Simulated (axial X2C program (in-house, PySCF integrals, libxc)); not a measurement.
Testing model relations on KSr

A bond curve at the PBE0 level, with spin–orbit coupling, was computed with an in-house relativistic program for diatomic molecules (basis Sr dyall-cv3z [13s12p8d5f1g], K dyall-cv3z [11s12p6d3f] (cores contracted in-house)) for the state Ω = 1/2 (⟨Sz⟩ = 0.50, ⟨Lz⟩ = 0.00 at PBE0). Its fit gives Re = 4.4484 Å, ωe = 60.1 cm⁻¹, ωexe = 0.426 cm⁻¹ and αe = 2.655e-04 cm⁻¹; the masses are 87.9056 and 38.9637 u. Two-component means X2C with spin–orbit coupling and atomic mean-field Coulomb and Gaunt terms.

Problem. Find the reduced mass, Be and the force constant.

Solution. From the PBE0 values: μ = 26.9973 u. Be = 16.8576/(μ Re²) = 0.03156 cm⁻¹. k = 5.8918×10⁻⁷ μ ωe² = 0.0575 mdyn/Å.

Problem. Estimate the centrifugal constant by the Kratzer relation.

Solution. D = 4Be³/ωe² = 3.48e-08 cm⁻¹.

Problem. Estimate De from a Morse curve and compare with the computed well depth of 0.209 eV to Sr + K.

Solution. De(Morse) = ωe²/(4ωexe) = 0.263 eV against 0.209 eV computed, a ratio of 1.26. The extrapolation overshoots: the well softens faster than a Morse curve, or the lowest atomic limit lies below the one to which the curve heads.

Problem. Where do the fundamental and the first overtone lie?

Solution. ν(1←0) = ωe − 2ωexe = 59.2 cm⁻¹; ν(2←0) = 2ωe − 6ωexe = 117.6 cm⁻¹.

Problem. A Morse curve ties αe to the other constants (Pekeris). How well does that hold?

Solution. αe(Morse) = 6Be²/ωe × (√(ωexe/Be) − 1) = 2.658e-04 cm⁻¹; the PBE0 curve gives 2.655e-04 cm⁻¹, a ratio of 1.00.

One determinant describes the state; a PBE0 search over occupations chose it and may have missed a lower one. De is counted from the lowest determinant-based energies of the atoms at the same level, without counterpoise correction. Density functionals use the spin component along the axis (collinear). The levels of this run spread widely (ωe from 47 to 60 cm⁻¹), so these constants depend on the method. The bond is weak, and without diffuse functions and with truncated virtuals even CCSD(T) can be tens of per cent off in De.
